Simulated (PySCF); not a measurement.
## Polarisability and C₆ of Te (tellurium, neutral)

[Kr] 4d10 5s2 5p4, high-spin 3P determinant. Calculation: PySCF 2.14, in aug-cc-pVQZ-PP with ECP28MDF (7s7p5d3f2g, 92 functions); scalar relativity through the core potential. Coupled (time-dependent) response in atomic units; α is the mean over directions.

| method | mean α (bohr³) | α xx, yy, zz | C₆ (like pair) | S(−4) |
| --- | --- | --- | --- | --- |
| r2SCANh | 39.29 | 36.69, 44.49, 36.69 | 442.4 | 345.9 |

S(−4) is the Cauchy moment in α(ω) = α(0) + S(−4) ω² + …

Reference α: 38 ± 4 bohr³ (recommended; Schwerdtfeger and Nagle, table of static dipole polarizabilities (2023 update)). Published C₆: 445.0 (Chu and Dalgarno (2004); Tang, Norbeck and Certain (1976)).

Spin-orbit coupling is absent.

α(iu) at r2SCANh:

```tsv
u (hartree)	α(iu) (bohr³)
0	39.29
0.0500	38.45
0.100	36.20
0.200	29.75
0.300	23.46
0.500	14.69
0.750	8.964
1.00	6.039
1.50	3.360
2.00	2.199
3.00	1.194
5.00	0.5248
```

A single London oscillator, α(iu) = α/(1 + u²/ω²), gives C₆ = (3/4) ω α². Matching the computed C₆ needs ω = 4 × 442.4 / (3 × 39.29²) = 0.382 hartree.

The components differ because the open shell of this determinant is not spherical; for a pure term their mean is the scalar polarisability.

Energies and moments cover only the electrons outside the core potential.
